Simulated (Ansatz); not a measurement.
Two isomers of CH5NSn: A = `N=[CH][SnH3]`, B = `C=[N][SnH3]`.

Program: Ansatz. Geometries: PBE0-D4/def2-TZVP. ΔE: electronic, gas phase. CCSD(T)/CBS adds triple-zeta CCSD(T) − MP2 to the extrapolated MP2 energy (def2 sets, frozen cores). Functionals use def2-TZVPP. Elements past krypton have def2 core potentials. For Sn outer-core shells are correlated without core-valence functions, which leaves a few kJ/mol of doubt a bond. Each species was taken in one conformer, which may not be the lowest.

A:

```xyz
8

N    -0.484    0.490   -1.694
C     0.263    0.611   -0.681
Sn   -0.101   -0.655    1.028
H    -0.219    1.139   -2.440
H     1.090    1.337   -0.639
H    -1.410   -1.680    0.675
H    -0.446    0.322    2.387
H     1.308   -1.563    1.364
```

B:

Z-matrix (Å, degrees):
```
Sn
N 1 2.056
H 1 1.716 2 108.3
H 1 1.703 2 107.1 3 -120.4
H 1 1.703 2 107.1 3 120.4
C 2 1.258 1 119.1 3 -0.0
H 6 1.104 2 125.8 1 -0.0
H 6 1.099 2 119.5 1 -180.0
```

(1) Which is lower in electronic energy at CCSD(T)/CBS, and by how much? (Estimate.)

(2) Give E(B) − E(A) in kJ/mol with B2PLYP, PBE-D4, PBE0-D4, LDA (SPW92), CCSD(T)/def2-TZVPP, CCSD/def2-TZVPP, MP2/def2-TZVPP. (Estimate.)

(3) Does the order hold for the free energy at 298.15 K (harmonic terms from PBE0-D4)? (Estimate.)

Largest T1 diagnostic: 0.014.

Answers

(1) The calculation gave: B, by 19.4 kJ/mol.

(2) The calculation gave: B2PLYP -21.0, PBE-D4 -16.1, PBE0-D4 -15.8, LDA (SPW92) -13.1, CCSD(T)/def2-TZVPP -17.7, CCSD/def2-TZVPP -17.3, MP2/def2-TZVPP -21.3. None reverses the order clearly.

(3) The calculation gave: Yes: G(B) − G(A) = -18.5 kJ/mol, for one conformer each. Modes under 60 cm⁻¹, often nearly free rotors, make the harmonic entropy too high.

At CCSD(T), def2-SVP lies +3.5 kJ/mol from the extrapolated value and def2-TZVPP +1.7 kJ/mol. Leaving LDA and LC-ωPBE aside and taking each functional with its dispersion term where it has one, the values, not all of them listed here, spread over 7.3 kJ/mol, from B97M-V to PBE0-D4.
